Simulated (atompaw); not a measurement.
## caesium (Cs): one change to a PAW (atompaw) potential, before and after

| Quantity | Value |
| --- | --- |
| Element | caesium (Cs) |
| Generator | atompaw 4.2.0.5 |
| Type | PAW |
| Functional | PBEsol |
| Relativity | scalar-relativistic |
| Frozen core | [Kr] 4d10 5s2 |
| Valence charge | 7 |
| Reference configuration | 5p6 5d0 6s1 6p0 |
| Partial waves | 6s (bound): rc 3.00 bohr; 6s channel at 0.7 Ry: rc 3.00 bohr; 5p (bound): rc 3.00 bohr; 6p (bound, empty): rc 3.00 bohr; 5d (bound, empty): rc 3.00 bohr; 5d channel at 2.5 Ry: rc 3.00 bohr |
| Local potential | bessel scheme, radius 2.95 bohr |
| Core correction | smooth core density matched at 2.85 bohr |
| Augmentation charge | besselshape compensation charge, radius 2.80 bohr; PAW radius 3.00 bohr; waves and projectors: custom polynom vanderbiltortho |

Change: local potential bessel scheme, radius 1.32 bohr.

Cutoffs: the cutoffs (Ry, on a coarse ladder) from which the occupation-weighted sum of valence levels, in a spherical-Bessel basis at the reference potential, stays within 10 and 1 mRy of its value at 400 Ry; they do not see the model core or the augmentation charge, which bear on the density cutoff.

Question: What does the change do?

Answer: The potential gets neither clearly harder nor softer (8 Ry and 15 Ry → 8 Ry and 15 Ry); both files keep a bound ghost (s); the range in which the s phases agree narrows (upper end at the end of the scan → 3.3); the range in which the p phases agree narrows (upper end at the end of the scan → 1.8).

```csv
quantity,base,changed
"cutoff, loose",8 Ry,8 Ry
"cutoff, tight",15 Ry,15 Ry
bound ghosts,s,s
s: phases at 3.00 bohr within 0.05 rad from the reference energy up to (Ry; the scan ends near 5),to the end of the scan,3.3
p: phases at 3.00 bohr within 0.05 rad from the reference energy up to (Ry; the scan ends near 5),to the end of the scan,1.8
d: phases at 3.00 bohr within 0.05 rad from the reference energy up to (Ry; the scan ends near 5),to the end of the scan,3.8
lowest overlap eigenvalue by channel,"s 0.55, p 0.93, d 0.95","s 0.41, p 0.90, d 0.94"
```

 A true bound ghost makes a file unfit for plane-wave use even where its test errors are small: the radial tests pick states by their node count and pass the ghost by. The cutoffs see the waves, projectors and local potential, not the compensation charge or the core.
